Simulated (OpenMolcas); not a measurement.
**Ni7+, Pd7+, Pt7+: d³ down the group**

```yaml
Program: OpenMolcas
Method: SS-CASPT2, IPEA 0.25 Eh, imaginary shift 0.1 Eh
Basis: ANO-R3
Scalar_Hamiltonian: X2C, finite nucleus
Spin-orbit_coupling: state interaction with AMFI integrals over the reference wave functions, term energies averaged over their components
```

Active space for each ion: 3 electrons in 5 orbitals (d); closed shells correlated by CASPT2: Ni7+ 3s 3p; Pd7+ 4s 4p; Pt7+ 5s 5p.

Computed levels in cm-1 above ⁴F_3/2:

```csv
Level,Ni7+,Pd7+,Pt7+
⁴F_5/2,960,2300,9830
⁴F_7/2,2230,4960,16650
⁴P_1/2,23900,16850,22430
⁴P_5/2,25390,20200,33270
²G_7/2,25960,19820,31220
²G_9/2,27150,21050,50990
²P_1/2,35450,26420,40200
²H_9/2,35880,28340,32860
²H_11/2,36690,28210,42770
weight of ⁴F in the lowest level (%),100,97,77
```

Mixed levels, with the weight of the term that names them: Pd7+ ²G_9/2 (61 %), Pd7+ ²H_9/2 (66 %), Pt7+ ⁴P_1/2 (70 %), Pt7+ ²G_7/2 (75 %), Pt7+ ²G_9/2 (58 %), Pt7+ ²P_1/2 (70 %), Pt7+ ²H_9/2 (54 %).

Measured, with the error of the calculation in %. Measured levels: Ni7+ from Corliss and Sugar, J. Phys. Chem. Ref. Data 10, 197 (1981).

| Level | Ni7+ |
| --- | --- |
| ⁴F_5/2 | 1012 (-5.2) |
| ⁴F_7/2 | 2184 (+1.9) |
| ⁴P_1/2 | 23261 (+2.8) |
| ⁴P_5/2 | 24669 (+2.9) |

The fine-structure level ⁴F_7/2 changes by a factor of 7.47 from Ni7+ to Pt7+.

Without spin-orbit coupling ⁴P lies 22680, 14300, 13230 cm-1 above ⁴F in that order; the difference to the level ⁴P_1/2, of either sign, comes from spin-orbit coupling, which also lowers the zero.

CASPT2 does not keep the components of a term degenerate, so their means are used; among the terms shown or strongly mixed into the levels shown the widest spread is 850 cm-1 (3d³ ²H, Ni7+). The CASPT2 spread within a term exceeds the gap to the next term for 3d³ ²P and 3d³ ²H, so the order of their levels is uncertain (figures for Ni7+; the like holds for Pd7+, Pt7+). Computed and measured levels are paired by configuration, term and J; levels that our copy of the source lacks, or whose pairing is in doubt (as where it misses far off the trend of its configuration), stay unpaired and out of the deviations. Only configurations of the active space appear.
